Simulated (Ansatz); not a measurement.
CH3F3Zr, SMILES `[CH3][Zr]([F])([F])[F]`, 8 atoms. Charge 0, multiplicity 1. Correlated methods include outer-core shells of Zr, which these sets cover unevenly. Zr: def2 effective core potential. All runs use 4 threads of an Arm Neoverse V1 on a shared host. Correlated methods freeze the cores.

Problem. How many basis functions does each run have, and how long does it take in Ansatz? RHF-CCSD(T)/def2-SVP energy; RKS ωB97X-V/def2-TZVPP energy; RKS LC-ωPBE/def2-TZVPP energy; RKS PBE0-D4/def2-TZVP frequencies; direct RPA on PBE orbitals/def2-TZVPP energy; RKS ωB97M-V/def2-SVP energy; RHF-MP2/def2-QZVPP energy; RKS PBE0-D4/def2-QZVPP energy; RKS ωB97M-V/def2-TZVPP energy and forces; RHF-CCSD(T)/def2-TZVPP energy; RKS BHLYP-D4/def2-TZVPP energy; RKS PBE0-D4/def2-SVP energy. (Best estimate.)

Solution. The calculation gave: Other jobs shared the machine, so times are rough.

```
                                level                job  functions  wall time  peak host memory (GiB)
                 RKS PBE0-D4/def2-SVP             energy        102      1.1 s                    0.22
               RKS LC-ωPBE/def2-TZVPP             energy        222      2.5 s                    0.35
              RKS BHLYP-D4/def2-TZVPP             energy        222      2.8 s                    0.48
                 RKS ωB97M-V/def2-SVP             energy        102      5.5 s                    0.34
direct RPA on PBE orbitals/def2-TZVPP             energy        222        6 s                    0.52
               RKS PBE0-D4/def2-QZVPP             energy        399        6 s                     1.1
               RKS ωB97X-V/def2-TZVPP             energy        222        8 s                    0.61
                 RHF-CCSD(T)/def2-SVP             energy        102      9.5 s                    0.56
               RKS ωB97M-V/def2-TZVPP  energy and forces        222       12 s                    0.71
                   RHF-MP2/def2-QZVPP             energy        399       14 s                     1.8
                RKS PBE0-D4/def2-TZVP        frequencies        182       96 s                    0.42
               RHF-CCSD(T)/def2-TZVPP             energy        222    3.6 min                     4.3
```

LC-ωPBE has ω = 0.4 bohr⁻¹.
